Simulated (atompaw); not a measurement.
## Before and after: PAW (atompaw) potential for Fe (Z = 26)

- Element: Fe
- Generator: atompaw 4.2.0.5
- Type: PAW
- Functional: PBE
- Relativity: scalar-relativistic
- Frozen core: [Ne] 3s2
- Valence charge: 14
- Reference configuration: 3p6 3d6 4s2 4p0
- Partial waves: 4s (bound): rc 1.75 bohr; 4s channel at 0.25 Ry: rc 1.75 bohr; 3p (bound): rc 1.30 bohr; 4p (bound, empty): rc 1.75 bohr; 3d (bound): rc 1.75 bohr; 3d channel at 2.5 Ry: rc 1.70 bohr
- Local potential: bessel scheme, radius 1.20 bohr
- Core correction: smooth core density matched at 1.40 bohr
- Augmentation charge: sinc compensation charge, radius 1.30 bohr; PAW radius 1.75 bohr; waves and projectors: custom polynom vanderbiltortho

All-electron outer shells of the reference configuration (PBE, scalar-relativistic, ld1.x):

```tsv
shell	level (eV)	outermost node (bohr)	outermost maximum (bohr)
2p	-698.45	–	0.18
3s	-94.02	0.33	0.70
3p	-60.04	0.30	0.72
3d	-7.50	–	0.71
4s	-5.29	1.00	2.41
4p	-1.33	1.10	3.33
```

Change: wave 3p (bound): rc 1.30 bohr becomes 3p (bound): rc 1.48 bohr.

Cutoffs: the cutoffs (Ry, on a coarse ladder) from which the occupation-weighted sum of valence levels, in a spherical-Bessel basis at the reference potential, stays within 10 and 1 mRy of its value at 400 Ry; they do not see the model core or the augmentation charge, which bear on the density cutoff.

Task: What does the change do?

Result: The potential gets softer (70 Ry and 90 Ry → 55 Ry and 90 Ry); both files keep a bound ghost (s).

```csv
quantity,base,changed
"cutoff, loose",70 Ry,55 Ry
"cutoff, tight",90 Ry,90 Ry
loose cutoff by channel (10 mRy a level),"s 12 Ry, p 40 Ry, d 30 Ry","s 12 Ry, p 30 Ry, d 30 Ry"
bound ghosts,s,s
s: phases at 1.76 bohr within 0.05 rad from the reference energy up to (Ry; the scan ends near 5),to the end of the scan,to the end of the scan
p: phases at 1.76 bohr within 0.05 rad from the reference energy up to (Ry; the scan ends near 5),to the end of the scan,to the end of the scan
d: phases at 1.76 bohr within 0.05 rad from the reference energy up to (Ry; the scan ends near 5),4.3,4.3
lowest overlap eigenvalue by channel,"s 0.64, p 0.59, d 1.00","s 0.64, p 0.70, d 1.00"
```

 A true bound ghost makes a file unfit for plane-wave use even where its test errors are small: the radial tests pick states by their node count and pass the ghost by. The cutoffs see the waves, projectors and local potential, not the compensation charge or the core.
